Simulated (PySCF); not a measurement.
(Z)-1-fluorobut-1-ene (C₄H₇F), SMILES CC/C=C\F.

The structure is a stationary point at PBE-D3(BJ)/def2-SVP. Other conformers were not sampled.

The numbers are results of PBE-D3(BJ)/def2-SVP in PySCF, not measurements.

Frequencies are harmonic and unscaled.

| mode | ν (cm⁻¹) | IR (km/mol) | moving atoms (share of kinetic energy) |
|---|---|---|---|
| 1 | 59 | 0.2 | C 48 %, H 32 %, F 21 % |
| 2 | 198 | 1.7 | H 53 %, F 26 %, C 21 % |
| 3 | 250 | 3.3 | H 54 %, C 40 % |
| 4 | 284 | 1.9 | H 44 %, C 41 %, F 15 % |
| 5 | 503 | 5.4 | C 63 %, H 32 % |
| 6 | 657 | 1.0 | C 54 %, H 30 %, F 16 % |
| 7 | 749 | 28.9 | H 71 %, C 26 % |
| 8 | 780 | 8.2 | H 73 %, C 26 % |
| 9 | 867 | 4.8 | H 50 %, C 47 % |
| 10 | 894 | 0.3 | H 79 %, C 21 % |
| 11 | 1012 | 48.8 | H 45 %, C 33 %, F 22 % |
| 12 | 1020 | 4.5 | H 50 %, C 50 % |
| 13 | 1051 | 3.7 | C 54 %, H 46 % |
| 14 | 1130 | 27.0 | C 51 %, H 42 % |
| 15 | 1214 | 27.4 | H 72 %, C 21 % |
| 16 | 1244 | 14.4 | H 83 %, C 15 % |
| 17 | 1278 | 3.4 | H 75 %, C 24 % |
| 18 | 1343 | 0.9 | H 78 %, C 22 % |
| 19 | 1365 | 16.2 | H 64 %, C 35 % |
| 20 | 1407 | 0.8 | H 93 % |
| 21 | 1419 | 7.2 | H 97 % |
| 22 | 1430 | 4.4 | H 92 %, C 8 % |
| 23 | 1703 | 55.8 | C 93 % |
| 24 | 2958 | 21.5 | H 94 % |
| 25 | 2969 | 27.8 | H 97 % |
| 26 | 3030 | 1.6 | H 91 %, C 9 % |
| 27 | 3058 | 26.2 | H 91 %, C 9 % |
| 28 | 3065 | 21.1 | H 91 %, C 9 % |
| 29 | 3099 | 1.6 | H 92 % |
| 30 | 3126 | 16.9 | H 91 %, C 9 % |
